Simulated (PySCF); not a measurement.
# Spinor energies of Pt (platinum, neutral)

Start: [Xe] 4f14 5d8 6s1 6p1; 5d3/2 filled at m_j = -1/2, +1/2, +3/2; 5d5/2 filled at m_j = -3/2, -1/2, +1/2, +3/2, +5/2; 6s1/2 filled at m_j = +1/2; 6p3/2 filled at m_j = +3/2. Calculated with PySCF 2.14 in x2c-SVPall-2c with one added diffuse shell each of s, d type (8s9p10d2f, 99 functions): generalised Hartree-Fock with the X2C-1e Hamiltonian and a Gaussian nucleus; one run each with spin-orbit coupling (SO) switched off, then screened by Boettger's factors. This is a chosen level, not necessarily the ground level.

```tsv
spinor shell	electrons	ε, spin-free (eV)	ε, screened SO (eV)	weight of nominal j (screened SO)	rms radius, screened SO (bohr)
1s1/2	2	-78831.5	-78802.7	1.000	0.0194
2s1/2	2	-14002.9	-13993.8	1.000	0.0782
2p1/2	2	-12147.2	-13390.3	1.000	0.0663
2p3/2	4	-12147.2	-11655.4	1.000	0.0741
3s1/2	2	-3360.4	-3357.3	1.000	0.200
3p1/2	2	-2811.2	-3087.2	1.000	0.191
3p3/2	4	-2811.2	-2699.7	1.000	0.207
3d3/2	4	-2206.3	-2253.6	1.000	0.183
3d5/2	6	-2206.3	-2171.6	1.000	0.186
4s1/2	2	-761.93	-760.90	1.000	0.441
4p1/2	2	-578.67	-644.96	1.000	0.447
4p3/2	4	-578.67	-551.54	1.000	0.480
4d3/2	4	-351.16	-361.09	1.000	0.497
4d5/2	6	-351.16	-343.40	1.000	0.507
5s1/2	2	-124.94	-124.71	1.000	1.02
4f5/2	6	-96.319	-97.816	0.998	0.564
4f7/2	8	-96.319	-94.263	0.999	0.565
5p1/2	2	-74.116	-85.556	0.995	1.16
5p3/2	4	-74.116	-69.133	0.997	1.20
5d5/2	5	-15.969	-15.523	0.708	1.74
5d3/2	3	-15.969	-16.827	0.819	1.71
6s1/2	1	-11.401	-11.390	0.996	3.08
6p3/2	1	-4.705	-4.578	1.000	4.16
```

```csv
quantity,spin-free,screened SO
E (hartree),-18398.59390,-18425.35587
M_J,6,6
⟨J²⟩,42.014,42.016
⟨L²⟩,20.012,20.427
⟨S²⟩,6.002,6.021
```

Each row is a mean over spinors that exchange with the open shell spreads, by up to 6.714 eV (5p3/2).

Rows whose weight is well below 1 are mixtures of j = l ± 1/2: exchange outweighs spin-orbit coupling there, and the label is only the starting occupation.

Breit and QED terms are absent; they matter most for the inner s and p1/2 levels.

Densities and radii are taken from the X2C orbitals without a picture-change correction, which distorts them close to the nucleus.

Without spin-orbit coupling the j labels of p, d and f shells carry no meaning; the spin-free column gives the mean over the occupied spinors of each nl shell.
